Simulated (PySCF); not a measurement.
Work out the structure from these simulated measurements.

Elements present: C, H, N, P and Si. Monoisotopic mass: 134.0429 u.

* Triplet: lowest triplet excitation (Tamm–Dancoff): 4.99 eV [TDA PBE0/def2-SVPD]
* 1H NMR: chemical shifts (computed TMS as zero) by class: 6.10 (1 H), 3.49 (1 H), 3.49 (1 H), 2.95 (1 H), 2.85 (1 H), 2.67 (3 H), 0.90 (2 H), 0.37 (1 H) ppm [GIAO PBE0/pcSseg-1]
* UV, strongest line: among the 6 lowest singlet transitions: S6 at 6.20 eV (200 nm, f = 0.046) [TDDFT PBE0/def2-SVPD]
* Rotational structure: rotational constants A, B, C: 2.587, 1.422, 1.032 GHz [GFN2-xTB]
* 13C NMR: chemical shifts (computed TMS as zero) by class: 55.5 (1 C), 48.0 (1 C), 35.9 (1 C) ppm [GIAO PBE0/pcSseg-1]
* Dipole: 1.19 D [PBE0/def2-SVPD]
* Polarisability: 102.8 au [PBE0/def2-SVPD]

The electronic properties come from PySCF, for the isolated species, density fitting. Levels stand in brackets. NMR shifts are as computed; neighbouring signals can stand in another order in a measured spectrum. The structure is a single GFN2-xTB conformer in the gas phase; no vibrational or solvent corrections. NMR classes are plain means over equivalent atoms (diastereotopic ones count apart unless rotation or inversion swaps them), as if these changed places fast.

Q: Which formula fits the mass and the elements?

A: C3H11N2PSi (calculated 134.0429). No other formula that holds each of these elements comes within 0.0003 u with a fitting electron parity and a possible valence count.

Q: Propose a structure and show how it fits.

A: Numbering: `[CH3:1][N:2]1[CH2:3][CH2:4][NH:5][Si@@H:6]1[PH2:7]`. 3 carbons fall into 3 classes; from least to most shielded: ring sp3 carbon bound to nitrogen [C3] (55.5 ppm), ring sp3 carbon bound to nitrogen [C4] (48.0 ppm), N-methyl carbon [C1] (35.9 ppm). Hydrogen classes from least to most shielded: 1 H on an SiH silicon, Si6 (6.10 ppm), 1 H on an sp3 carbon bound to nitrogen, C4 (3.49 ppm), 1 H on an sp3 carbon bound to nitrogen, C4 (3.49 ppm), 1 H on an sp3 carbon bound to nitrogen, C3 (2.95 ppm), 1 H on an sp3 carbon bound to nitrogen, C3 (2.85 ppm), 3 H on an N-methyl carbon, C1 (2.67 ppm), 2 H on a three-coordinate phosphorus, P7 (0.90 ppm), 1 H on a silicon-bound nitrogen, N5 (0.37 ppm). The optimised geometry has point group C1 and is an asymmetric top. Structure: `P[Si@H]1NCCN1C`. Computed isomers that give other values at the same levels: `C=N[Si@@](N)(P)CC` (13C chemical shifts (computed TMS as zero) by class: 172.4 (1 C), 12.1 (1 C), 9.1 (1 C) ppm). The assignments are read from this structure; whether some other isomer fits the data as well wasn't checked. The mirror image fits equally.
